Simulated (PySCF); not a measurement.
**Two-component Hartree-Fock for Ca⁺ (calcium, charge +1)**

Start: [Ar] 4p1; 4p3/2 filled at m_j = +3/2. Calculated with PySCF 2.14 in x2c-TZVPall-2c: generalised Hartree-Fock with the X2C-1e Hamiltonian and a Gaussian nucleus; one run each with spin-orbit coupling (SO) switched off, then screened by Boettger's factors. This is a chosen level, not necessarily the ground level.

```csv
spinor shell,electrons,"ε, spin-free (eV)","ε, screened SO (eV)",weight of nominal j (screened SO),"rms radius, screened SO (bohr)"
1s1/2,2,-4092.7,-4092.7,1.000,0.0888
2s1/2,2,-469.51,-469.52,1.000,0.393
2p1/2,2,-379.06,-381.61,1.000,0.361
2p3/2,4,-379.06,-377.80,1.000,0.363
3s1/2,2,-69.320,-69.326,1.000,1.24
3p1/2,2,-44.340,-44.604,0.977,1.37
3p3/2,4,-44.340,-44.219,0.988,1.37
4p3/2,1,-8.420,-8.412,1.000,4.85
```

| quantity | spin-free | screened SO |
| --- | --- | --- |
| E (hartree) | -679.32136 | -679.32441 |
| M_J | 3/2 | 3/2 |
| ⟨J²⟩ | 3.750 | 3.750 |
| ⟨L²⟩ | 2.000 | 2.000 |
| ⟨S²⟩ | 0.750 | 0.750 |

Each row is a mean over spinors that exchange with the open shell spreads, by up to 0.309 eV (3p3/2).

Without spin-orbit coupling the j labels of p, d and f shells carry no meaning; the spin-free column gives the mean over the occupied spinors of each nl shell.
